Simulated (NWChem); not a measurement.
Everything below was run with NWChem. System: NP, charge 0, spin multiplicity 1, displaced from the optimised geometry.

Input file:

```
start mol
memory heap 200 mb stack 900 mb global 1100 mb
geometry units angstroms nocenter noautoz noautosym
  N      0.000000     0.000000     2.503491
  P      0.000000     0.000000    -0.473634
end
basis spherical
  * library cc-pvdz
end
dft
  xc xpbe96 cpbe96
  semidirect memsize 60000000 filesize 0
  iterations 100
end
task dft energy
```

The output up to the point where the run's verdict is printed (cleaned and shortened):

```
             Northwest Computational Chemistry Package (NWChem) 7.3.0
             --------------------------------------------------------

                                NWChem Input Module
                                -------------------

 Scaling coordinates for geometry "geometry" by  1.889725989
 (inverse scale =  0.529177249)

                             Geometry "geometry" -> ""
                             -------------------------

 Output coordinates in angstroms (scale by  1.889725989 to convert to a.u.)

  No.       Tag          Charge          X              Y              Z
 ---- ---------------- ---------- -------------- -------------- --------------
    1 N                    7.0000     0.00000000     0.00000000     2.50349100
    2 P                   15.0000     0.00000000     0.00000000    -0.47363400

 Effective nuclear repulsion energy (a.u.)      18.6635130016

            Nuclear Dipole moment (a.u.)
            ----------------------------
        X                 Y               Z
 ---------------- ---------------- ----------------
     0.0000000000     0.0000000000    19.6908068510


 Summary of "ao basis" -> "" (spherical)
 ------------------------------------------------------------------------------
       Tag                 Description            Shells   Functions and Types
 ---------------- ------------------------------  ------  ---------------------
 *                          cc-pvdz                   on all atoms

  pbe96 is a nonlocal functional; adding pw91lda local functional.

                                 NWChem DFT Module
                                 -----------------

 Summary of "ao basis" -> "ao basis" (spherical)
 ------------------------------------------------------------------------------
       Tag                 Description            Shells   Functions and Types
 ---------------- ------------------------------  ------  ---------------------
 N                          cc-pvdz                  6       14   3s2p1d
 P                          cc-pvdz                  8       18   4s3p1d

 Summary of "ao basis" -> "ao basis" (spherical)
[...]
 d= 0,ls=0.5,diis    52   -391.4467594212  1.72D+00  1.22D-02  1.16D+01     9.3
 d= 0,ls=0.5,diis    53   -391.4960768449 -4.93D-02  5.50D-03  8.72D+00     9.4
 d= 0,ls=0.5,diis    54   -391.5646930769 -6.86D-02  3.98D-03  7.65D+00     9.6
 d= 0,ls=0.5,diis    55   -391.6423814688 -7.77D-02  1.95D-03  7.09D+00     9.7
 d= 0,ls=0.5,diis    56   -391.6586318058 -1.63D-02  7.91D-03  6.85D+00     9.8
 d= 0,ls=0.5,diis    57   -391.8189970203 -1.60D-01  7.64D-03  6.22D+00    10.0
 d= 0,ls=0.5,diis    58   -392.0153696264 -1.96D-01  1.06D-02  5.45D+00    10.1
 d= 0,ls=0.5,diis    59   -392.3364244383 -3.21D-01  1.38D-02  5.00D+00    10.2
 d= 0,ls=0.5,diis    60   -392.9145678189 -5.78D-01  6.86D-02  6.18D+00    10.4
 d= 0,ls=0.5,diis    61   -395.2122923138 -2.30D+00  1.82D-02  3.54D+00    10.5
 d= 0,ls=0.5,diis    62   -394.7423116944  4.70D-01  1.53D-02  6.67D+00    10.6
 d= 0,ls=0.5,diis    63   -393.9280887876  8.14D-01  1.08D-02  9.73D+00    10.8
 d= 0,ls=0.5,diis    64   -393.3275856612  6.01D-01  4.81D-03  1.03D+01    10.9
 d= 0,ls=0.5,diis    65   -393.3576059518 -3.00D-02  3.53D-03  9.38D+00    11.0
 d= 0,ls=0.5,diis    66   -393.4559487400 -9.83D-02  1.96D-03  8.93D+00    11.2
 d= 0,ls=0.5,diis    67   -393.5237296738 -6.78D-02  1.30D-03  8.73D+00    11.3
 d= 0,ls=0.5,diis    68   -393.4831323813  4.06D-02  2.57D-03  8.91D+00    11.4
 d= 0,ls=0.5,diis    69   -393.6157441243 -1.33D-01  5.64D-03  8.53D+00    11.6
 d= 0,ls=0.5,diis    70   -393.9214005746 -3.06D-01  2.50D-02  7.90D+00    11.7
 d= 0,ls=0.5,diis    71   -395.1677422169 -1.25D+00  1.53D-02  2.31D+00    11.8
 d= 0,ls=0.5,diis    72   -395.5004812335 -3.33D-01  5.11D-03  7.65D-02    12.0
 d= 0,ls=0.5,diis    73   -395.5044887957 -4.01D-03  2.25D-03  1.04D-01    12.1
 d= 0,ls=0.5,diis    74   -395.5127820810 -8.29D-03  1.55D-03  6.12D-02    12.3
 d= 0,ls=0.5,diis    75   -395.5178392687 -5.06D-03  1.03D-03  2.94D-02    12.4
 d= 0,ls=0.5,diis    76   -395.5194259013 -1.59D-03  8.47D-04  2.26D-02    12.5
 d= 0,ls=0.5,diis    77   -395.5203130354 -8.87D-04  6.01D-04  1.95D-02    12.7
 d= 0,ls=0.5,diis    78   -395.5205045491 -1.92D-04  5.08D-04  2.08D-02    12.8
 d= 0,ls=0.5,diis    79   -395.5203047112  2.00D-04  3.86D-04  2.49D-02    13.0
 d= 0,ls=0.5,diis    80   -395.5204535240 -1.49D-04  2.99D-04  2.50D-02    13.1
 d= 0,ls=0.5,diis    81   -395.5203631964  9.03D-05  2.63D-04  2.68D-02    13.3
 d= 0,ls=0.5,diis    82   -395.5201065040  2.57D-04  2.49D-04  2.99D-02    13.4
 d= 0,ls=0.5,diis    83   -395.5199556759  1.51D-04  2.13D-04  3.21D-02    13.5
 d= 0,ls=0.5,diis    84   -395.5198864462  6.92D-05  1.89D-04  3.33D-02    13.7
 d= 0,ls=0.5,diis    85   -395.5197601958  1.26D-04  1.74D-04  3.49D-02    13.8
 d= 0,ls=0.5,diis    86   -395.5196117437  1.48D-04  1.56D-04  3.66D-02    14.0
 d= 0,ls=0.5,diis    87   -395.5196957502 -8.40D-05  1.55D-04  3.61D-02    14.1
 d= 0,ls=0.5,diis    88   -395.5198329609 -1.37D-04  2.28D-04  3.53D-02    14.3
 d= 0,ls=0.5,diis    89   -395.5205224672 -6.90D-04  1.25D-04  2.93D-02    14.4
 d= 0,ls=0.5,diis    90   -395.5205610419 -3.86D-05  9.98D-05  2.92D-02    14.6
 d= 0,ls=0.5,diis    91   -395.5205796379 -1.86D-05  9.07D-05  2.92D-02    14.7
 d= 0,ls=0.5,diis    92   -395.5206580968 -7.85D-05  8.35D-05  2.86D-02    14.9
 d= 0,ls=0.5,diis    93   -395.5207532462 -9.51D-05  8.38D-05  2.79D-02    15.0
 d= 0,ls=0.5,diis    94   -395.5208924760 -1.39D-04  7.19D-05  2.67D-02    15.2
 d= 0,ls=0.5,diis    95   -395.5209676895 -7.52D-05  5.40D-05  2.61D-02    15.3
 d= 0,ls=0.5,diis    96   -395.5209020786  6.56D-05  6.43D-05  2.67D-02    15.5
 d= 0,ls=0.5,diis    97   -395.5210043167 -1.02D-04  6.36D-05  2.59D-02    15.6
 d= 0,ls=0.5,diis    98   -395.5211308968 -1.27D-04  6.85D-05  2.48D-02    15.8
 d= 0,ls=0.5,diis    99   -395.5212664823 -1.36D-04  7.38D-05  2.36D-02    15.9
 d= 0,ls=0.5,diis   100   -395.5214540686 -1.88D-04  5.68D-05  2.20D-02    16.0
```

Convergence was not reached. The next line reads: Calculation failed to converge. NWChem stopped with the message: dft energy failed.
